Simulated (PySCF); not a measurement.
Work out the structure from these simulated measurements.

Formula: H10NPSi3.

* UV, first state: lowest singlet excitation: 5.76 eV (215 nm, f = 0.001) [TDDFT PBE0/def2-SVPD]
* Valence photoelectron: vertical ionisation energy: 8.88 eV [ΔSCF PBE0/def2-SVPD]
* XPS: Si2p3/2 106.7, Si2p3/2 106.9, Si2p3/2 107.1, P2p3/2 135.7, N1s 404.2, Si1s 1846.5, Si1s 1846.8, Si1s 1847.0, P1s 2149.2 eV [ΔSCF SCAN, pcX-2 on the ionised atom, pcseg-1 elsewhere, spin-free X2C, 2p3/2 from a spin–orbit splitting computed afterwards within the 2p shell]
* Triplet: lowest triplet excitation (Tamm–Dancoff): 5.29 eV [TDA PBE0/def2-SVPD]
* Rotational structure: rotational constants A, B, C: 6.260, 0.647, 0.616 GHz [PBE0-D3(BJ)/def2-SVP]
* 1H NMR: chemical shifts (computed TMS as zero) by class: 5.05 (2 H), 4.69 (3 H), 3.95 (3 H), 1.15 (1 H), -0.39 (1 H) ppm [GIAO CAM-B3LYP/pcSseg-2]
* Dipole: 0.38 D [PBE0/def2-SVPD]

The electronic properties come from PySCF, for the isolated species, density fitting. Levels stand in brackets. Geometry: PBE0-D3(BJ)/def2-SVP, one conformer, isolated molecule. NMR values are class means; diastereotopic atoms form classes of their own.

Question: Propose a structure and show how it fits.

Answer: Numbering: `[SiH3:1][NH:2][SiH2:3][PH:4][SiH3:5]`. Hydrogen classes from least to most shielded: 2 H on an SiH2 silicon, Si3 (5.05 ppm), 3 H on an SiH3 silicon, Si1 (4.69 ppm), 3 H on an SiH3 silicon, Si5 (3.95 ppm), 1 H on a three-coordinate phosphorus, P4 (1.15 ppm), 1 H on a nitrogen bridging silicon atoms, N2 (-0.39 ppm). The core levels belong to: Si2p3/2 106.7 eV, SiH3 silicon [Si5]; Si2p3/2 106.9 eV, SiH2 silicon [Si3]; Si2p3/2 107.1 eV, SiH3 silicon [Si1]; P2p3/2 135.7 eV, three-coordinate phosphorus [P4]; N1s 404.2 eV, nitrogen bridging silicon atoms [N2]; Si1s 1846.5 eV, SiH3 silicon [Si5]; Si1s 1846.8 eV, SiH2 silicon [Si3]; Si1s 1847.0 eV, SiH3 silicon [Si1]; P1s 2149.2 eV, three-coordinate phosphorus [P4]. S1 is mainly HOMO→LUMO (weight 0.86); the largest Löwdin shares of the orbital it empties are 0.42 on the three-coordinate phosphorus, 0.19 on the nitrogen bridging silicon atoms, 0.13 on the SiH2 silicon and 0.05 on an SiH3 silicon, of the orbital it fills 0.21 on the SiH2 silicon, 0.15 on an SiH3 silicon, 0.12 on the three-coordinate phosphorus and 0.09 on an SiH3 silicon. The optimised geometry has point group C1 and is an asymmetric top. Structure: `[SiH3]N[SiH2]P[SiH3]`. The assignments are read from this structure; whether some other isomer fits the data as well wasn't checked.

The values belong to the conformer `[SiH3:1][NH:2][SiH2:3][PH:4][SiH3:5]`: Si1–N2–Si3–P4 -130°, N2–Si3–P4–Si5 -176°.
